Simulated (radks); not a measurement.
Task: These are the eigenvalues of the occupied orbitals of an atom or ion with whole-number occupations (hartree). All-electron calculation, scalar-relativistic Kohn-Sham, PBE, spin-unpolarised, spherical densities, point nucleus. Program: a radial shooting solver on a logarithmic mesh with Libxc functionals.

| orbital | eigenvalue |
|---|---|
| 1s | -806.1923 |
| 2s | -115.9134 |
| 2p | -103.8114 |
| 3s | -20.41225 |
| 3p | -16.43518 |
| 3d | -10.03684 |
| 4s | -2.80659 |
| 4p | -1.70576 |
| 4d | -0.19118 |
| 5s | -0.15581 |

Which element is it, and in what charge state? The configuration may be excited.

Result: Z = 44, ruthenium, charge 0: Ru in [Kr] 4d7 5s1. The list shows which subshells hold electrons but not how many an open one holds; the 1s level, -806.19 hartree, gives Z - s = 40.2 by -(Z - s)^2/2, which with screening and relativity narrows Z to a few neighbours, and the depths of the outer levels then fix element, charge and occupations together.
